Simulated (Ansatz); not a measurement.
Start from `C[O][SnH]([OH])[Cl]` and change one atom or group to get `C[O][SnH]([OH])[OH]`.

Ansatz, PBE0-D4/def2-TZVP geometries, multiplicity 1. Each molecule was computed in one conformer, which needn't be the lowest.

Elements past krypton have def2 core potentials.

| property | `C[O][SnH]([OH])[Cl]` |
| --- | --- |
| HOMO energy (PBE/def2-TZVPP) / eV | -6.57 |
| size of the dipole moment (ωB97M-V/def2-TZVPP) / D | 1.46 |
| LUMO energy (PBE/def2-TZVPP) / eV | -2.26 |
| HOMO–LUMO gap (ωB97M-V/def2-TZVPP) / eV | 11.26 |
| LUMO energy (B3LYP/def2-TZVPP) / eV | -1.62 |
| HOMO–LUMO gap (B3LYP/def2-TZVPP) / eV | 6.30 |

Problem. Give the same properties after the change, and the shifts. (Best estimate.)

Solution. The calculation gave: 
```
                                          property  `C[O][SnH]([OH])[OH]`  shift
                 HOMO energy (PBE/def2-TZVPP) / eV                  -6.34   0.23
size of the dipole moment (ωB97M-V/def2-TZVPP) / D                   1.21  -0.25
                 LUMO energy (PBE/def2-TZVPP) / eV                  -1.84   0.42
           HOMO–LUMO gap (ωB97M-V/def2-TZVPP) / eV                  11.39   0.13
               LUMO energy (B3LYP/def2-TZVPP) / eV                  -1.22   0.40
             HOMO–LUMO gap (B3LYP/def2-TZVPP) / eV                   6.49   0.19
```

With PBE0 the HOMO rises by 0.23 eV and the LUMO rises by 0.43 eV, so the gap widens by about 0.20 eV. PBE moves the HOMO by 0.23 eV and ωB97M-V by 0.20 eV. Dipoles are sizes alone; their direction can turn.

B3LYP here is the variant with VWN-RPA as its local correlation; programs differ in this.
